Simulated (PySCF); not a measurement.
# Broadened absorption spectrum of C3H10OSSi2

C₃H₁₀OSSi₂.
Bonds: Si1–S2, S2–Si3, Si3–O4, O4–C5, C5–C6, C6–C7, C5–C7. Hydrogens: H8, H9, H10 on Si1; H11, H12 on Si3; H13 on C5; H14, H15 on C6; H16, H17 on C7.

Method: PySCF 2.14.0, density-fitted response routines, TDDFT CAM-B3LYP/def2-SVPD, vertical, gas phase, core orbitals frozen in the response. Geometry: GFN2-xTB, one conformer, isolated molecule. Torsions of this conformer, `[SiH3:1][S:2][SiH2:3][O:4][CH:5]1[CH2:6][CH2:7]1`: Si1–S2–Si3–O4 171°, S2–Si3–O4–C5 48°, Si3–O4–C5–C6 168°.

Broadening: Gaussians 0.3 eV wide at half height, area fixed by f = 4.319×10⁻⁹ ∫ε dν̃. The width is an assumption, not a result. The curve ends short of the highest state used, and states not computed would add to its high-energy end.

(λ (nm), ε (L mol⁻¹ cm⁻¹)): (179.4, 218), (181.3, 92), (183.2, 68), (185.1, 109), (187.0, 175), (188.9, 223), (190.8, 237), (192.8, 262), (194.7, 399), (196.6, 721), (198.5, 1186), (200.4, 1613), (202.3, 1787), (204.2, 1626), (206.1, 1229), (208.0, 782), (209.9, 425), (211.8, 200), (213.8, 79), (215.7, 29), (217.6, 10), (219.5, 3), (221.4, 1), (223.3, 0)

Q: Locate the maxima and give the states behind the curve.

A: 202 nm (6.13 eV), ε about 1800, made up of S2 (97%) (ε in L mol⁻¹ cm⁻¹; maxima over ε = 5, shares over 10%). At its high-energy end, 6.91 eV, the curve is still rising (ε about 210, from S4 and S5). The states used: S1 6.00 eV (f 0.0008); S2 6.13 eV (f 0.019); S3 6.54 eV (f 0.0025); S4 6.99 eV (f 0.0004); S5 7.11 eV (f 0.0066); S6 7.32 eV (f 0.032); S7 7.39 eV (f 0.0014); S8 7.51 eV (f 0.0088).

Q: On this curve, what absorbance would a 10⁻⁴ mol/L sample give at 193 nm over a 1 cm path?

A: 193 nm is 6.424 eV, where ε is about 270 L mol⁻¹ cm⁻¹, so A = ε c l ≈ 0.027 (Beer–Lambert, with the gas-phase spectrum and the assumed width).

Q: Coming from long wavelengths, where does ε first pass 100 L mol⁻¹ cm⁻¹?

A: At about 213 nm (5.81 eV), 0.19 eV below S1.

Q: What would ε be at 6.13 eV, the highest of these maxima, with half the width (0.15 eV)?

A: About 3500 L mol⁻¹ cm⁻¹ against 1790, a factor of about 1.96; a lone state at its own centre would give exactly 2.

The run took 2.0 min wall (grids of density and orbitals included) on one thread, Arm Neoverse N1 (aarch64), on a shared host, and the process peaked at 1.1 GiB of memory.
